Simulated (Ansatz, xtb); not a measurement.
**Relative energy of two structures of CuGaH4NS+**

Structure a is a singlet given by its coordinates and structure b is a singlet given by its coordinates. Both are isolated ions in the gas phase, relaxed with r2SCAN-D4/def2-SVP.

a (Å):

```xyz
8

Cu   -0.1776   -0.8819   -0.8239
Ga    1.5005    0.7858   -1.9183
N    -0.3779   -1.4790    1.0144
S    -0.0099   -0.2603   -2.8866
H    -1.1519   -2.1467    1.1124
H    -0.5831   -0.7218    1.6751
H     0.4486   -1.9602    1.3851
H     2.6520    1.6291   -1.3777
```

Close contacts (Å): Cu1–Ga2 2.61, Cu1–N3 1.94, Cu1–S4 2.16, Ga2–S4 2.08, Ga2–H8 1.53, N3–H5 1.03, N3–H6 1.03, N3–H7 1.03.

b (Å):

```json
{"atom": "Cu", "x (Å)": "3.2022", "y (Å)": "-1.0273", "z (Å)": "-2.3878"}
{"atom": "Ga", "x (Å)": "1.0589", "y (Å)": "-0.7268", "z (Å)": "-0.1290"}
{"atom": "N", "x (Å)": "-0.9503", "y (Å)": "-0.4902", "z (Å)": "0.3616"}
{"atom": "S", "x (Å)": "1.0951", "y (Å)": "-0.7888", "z (Å)": "-2.2464"}
{"atom": "H", "x (Å)": "-1.3177", "y (Å)": "-1.2578", "z (Å)": "0.9358"}
{"atom": "H", "x (Å)": "-1.5239", "y (Å)": "-0.4514", "z (Å)": "-0.4888"}
{"atom": "H", "x (Å)": "-1.1375", "y (Å)": "0.3709", "z (Å)": "0.8882"}
{"atom": "H", "x (Å)": "1.8204", "y (Å)": "-0.7746", "z (Å)": "1.2069"}
```

Close contacts (Å): Cu1–Ga2 3.13, Cu1–S4 2.13, Ga2–N3 2.08, Ga2–S4 2.12, Ga2–H8 1.54, N3–H5 1.03, N3–H6 1.03, N3–H7 1.03.

Task: Estimate which is lower in electronic energy at CCSD(T)/def2-SVP + ΔMP2/def2-TZVPP, and by roughly how much.

Result: The CCSD(T)/def2-SVP + ΔMP2/def2-TZVPP calculation puts structure a lower, by 11.4 kcal/mol.

Level by level:

```csv
level,geometry,E(b) − E(a) (kcal/mol),departure from the last row (kcal/mol),"job, with rough time for the two"
r2SCAN-D4/def2-SVP,r2SCAN-D4/def2-SVP,+15.5,+4.1,"optimisation, 2 min"
HF/def2-SVP,r2SCAN-D4/def2-SVP,−9.5,−20.9,part of the CCSD(T) run
MP2/def2-SVP,r2SCAN-D4/def2-SVP,+13.8,+2.4,part of the CCSD(T) run
CCSD(T)/def2-SVP,r2SCAN-D4/def2-SVP,+10.7,−0.7,single point
CCSD(T)/def2-SVP + ΔMP2/def2-TZVPP,r2SCAN-D4/def2-SVP,+11.4,,"single point, 47 s"
```

HF/def2-SVP puts the two in the other order. The largest departure from CCSD(T)/def2-SVP + ΔMP2/def2-TZVPP is that of HF/def2-SVP, 20.9 kcal/mol. Levels run at GFN2-xTB geometries aren't shown. The last row adds to CCSD(T) the change of the MP2 difference between the two basis sets, here +0.7 kcal/mol.

With harmonic frequencies from r2SCAN-D4/def2-SVP (ideal gas, rigid rotor, one conformer each, 298.15 K, 1 atm): on the last row, ΔE + ΔZPE = +11.3 kcal/mol. A mode under 50 cm⁻¹ makes harmonic enthalpies and free energies unreliable, so none is given.

The T1 diagnostic of structures a and b is large, so the coupled-cluster value is less sure. The correlated steps freeze 20 core orbitals; the filled d shell of Ga is correlated; the last core shell of Cu is correlated, in a basis made for valence electrons. Codes used: Ansatz 0.2.0; the last row on 2 threads of Intel(R) Xeon(R) Platinum 8488C (Sapphire Rapids) on a shared host.
